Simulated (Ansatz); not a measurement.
Coupled-cluster diagnostics for Ga₅F, Ansatz.

Geometry of the singlet (PBE-D4/def2-SVP):

Cartesian coordinates in Å:
```
Ga -0.462 0.280 1.373
Ga 1.846 -0.637 1.159
Ga -0.248 -1.976 -0.196
Ga 1.140 1.578 -0.456
Ga -0.547 0.080 -1.818
F -1.729 0.674 -0.062
```

Correlated methods freeze 46 core orbitals; core or outer-core shells of Ga are correlated, in sets that lack core-valence functions. The structure comes from a short search, and lower isomers may exist.

Problem. Estimate the CCSD(T) correlation energy, the shares of MP2 and (T), T1 and the reference's ⟨S²⟩ for: charge 0, singlet, own geometry in def2-SVP; and the rough time on 4 threads of Arm Neoverse V2 on a shared host.

Solution. 
```json
{"state": "charge 0, singlet, own geometry", "basis": "def2-SVP", "correlation (eV)": "-34.214", "MP2 share (%)": "99.6", "(T) share (%)": "4.9", "T1": "0.016", "⟨S²⟩ (pure)": "0.00 (0.00)", "wall time": "1.9 min", "remarks": "restricted SCF unstable"}
```
Customary marks for T1 are 0.02 (closed shells), 0.045 (open shells) and about 0.05 (3d metals). T1 stays under 0.02 throughout.
